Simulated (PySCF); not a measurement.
# Spinor energies of Ar²⁺ (argon, charge +2)

Start: [Ne] 3s2 3p4; 3p1/2 filled at m_j = -1/2, +1/2; 3p3/2 filled at m_j = +1/2, +3/2. Calculated with PySCF 2.14 in x2c-SVPall-2c (4s4p1d, 21 functions): generalised Hartree-Fock with the X2C-1e Hamiltonian and a Gaussian nucleus; one run each with spin-orbit coupling (SO) switched off, then screened by Boettger's factors.

```
spinor shell  electrons  ε, spin-free (eV)  ε, screened SO (eV)  weight of nominal j (screened SO)  rms radius, screened SO (bohr)
       1s1/2          2            -3269.9              -3269.8                              1.000                          0.0992
       2s1/2          2            -367.80              -367.77                              1.000                           0.446
       2p1/2          2            -290.78              -292.71                              0.943                           0.414
       2p3/2          4            -290.78              -289.78                              0.972                           0.417
       3s1/2          2            -60.087              -60.077                              1.000                            1.44
       3p3/2          2            -42.780              -43.773                              0.828                            1.63
       3p1/2          2            -42.780              -41.809                              0.688                            1.64
```

```csv
quantity,spin-free,screened SO
E (hartree),-526.89299,-526.89674
M_J,2,2
⟨J²⟩,6.006,6.008
⟨L²⟩,2.004,2.018
⟨S²⟩,2.002,1.996
```

Each row is a mean over spinors that exchange with the open shell spreads, by up to 7.836 eV (3s1/2).

Rows whose weight is well below 1 are mixtures of j = l ± 1/2: exchange outweighs spin-orbit coupling there, and the label is only the starting occupation.

Without spin-orbit coupling the j labels of p, d and f shells carry no meaning; the spin-free column gives the mean over the occupied spinors of each nl shell.
